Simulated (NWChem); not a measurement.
Molecule: SiAsH$_{3}$OF$_{2}$; SMILES O[Si](F)(F)[AsH2]

```xyz
8

O      1.5403     1.4477    -0.0118
Si     0.0127     0.8558    -0.0002
F     -0.8011     1.4293    -1.2734
F     -0.7815     1.4303     1.2849
As    -0.0579    -1.4748     0.0006
H      1.6576     2.4041    -0.0094
H      1.0088    -1.5170     1.0883
H      0.9888    -1.5169    -1.1064
```
Atoms are numbered in this order, from 1.

Results from NWChem. Pople sets run with spherical d functions. Medium grid unless said otherwise, to which SCAN and Minnesota functionals are sensitive. Geometry: optimised at PBE0/def2-SVP. Hybrids' shares of exact exchange are those that their runs print; pure functionals count as 0. The functionals differ in more than this share.

| row | share of exact exchange | highest occupied level (eV) |
|---|---|---|
| PBE/6-31G* | 0.00 | -6.91 |
| MN15-L/6-31G* | 0.00 | -7.19 |
| B3LYP/6-31G* | 0.20 | withheld |
| MN15/6-31G* | 0.44 | -8.56 |
| M06-2X/6-31G* | 0.54 | -9.20 |
| Hartree-Fock/6-31G* | 1.00 | -10.63 |

Fit a straight line of the last column on the one before it, predict the withheld value, and compare with the run.


1. Means of the 5 shown rows: x = 0.396, y = -8.498. Slope Σ(x − x̄)(y − ȳ)/Σ(x − x̄)² = -2.538/0.7011 = -3.620; intercept -7.064.
2. The shown rows scatter about the line by 0.130 (root mean square); the largest residual is -0.18, at M06-2X/6-31G*.
3. At x = 0.20 (B3LYP/6-31G*; inside the shown range) the line gives -7.79.
4. The run gives -7.84, -0.05 from the line, 0.4 times the scatter.
